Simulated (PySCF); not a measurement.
# First-order multiplets

Structure with atom numbers: `[OH:1][CH2:2][B:3]([F:4])[F:5]` (H(Xn): hydrogen on atom n).

PySCF calculation with B3LYP/pcJ-1 coupling constants, PBE0-D3(BJ)/def2-SVP geometry and shielding tensors at PBE0/pcSseg-1 (GIAO); one computed conformer, non-relativistic, one averaged value for each set of equivalent atoms, isolated molecule.

Scale: ¹⁹F (σref 177.25) vs CFCl3; ¹³C (σref 184.41) and ¹H (σref 31.27) against TMS (reference shieldings calculated alike).

Spectrometer: 600 MHz for ¹H. First-order analysis; couplings under 1 Hz (under 4 Hz in carbon signals) are ignored, and nearly equal couplings are merged; the smaller ones broaden or split the lines further.

(1) What pattern does F4/F5 show (¹⁹F)?

(2) What pattern does C2 show in the proton-coupled ¹³C spectrum?

(3) What pattern does H(C2) show (¹H)?

Results:

(1) A triplet at δ -72.1: 3.0 Hz to H(C2) (2 × ¹H, 3 bonds away). Lines in Hz from the centre (relative intensity): +3.0 (1), +0.0 (2), -3.0 (1). The outer lines are 6.0 Hz apart, the sum of the couplings kept, or 0.011 ppm at this field.

(2) A triplet of triplets at δ 49.2: 135.7 Hz to H(C2) (2 × ¹H, 1 bond away), 34.1 Hz to F4/F5 (2 × ¹⁹F, 2 bonds away). Lines in Hz from the centre (relative intensity): +169.8 (1), +135.7 (2), +101.6 (1), +34.1 (2), +0.0 (4), -34.1 (2), -101.6 (1), -135.7 (2), -169.8 (1). The outer lines are 339.6 Hz apart, the sum of the couplings kept, or 2.251 ppm at this field.

(3) A triplet at δ 3.64: 3.0 Hz to F4/F5 (2 × ¹⁹F, 3 bonds away). Lines in Hz from the centre (relative intensity): +3.0 (1), +0.0 (2), -3.0 (1). The outer lines are 6.0 Hz apart, the sum of the couplings kept, or 0.010 ppm at this field.

OH/NH shifts are gas-phase values; hydrogen bonding in solution moves them, usually downfield. Vicinal couplings across rotatable single bonds and in flexible rings belong to the one computed conformer; a conformer average would change them.
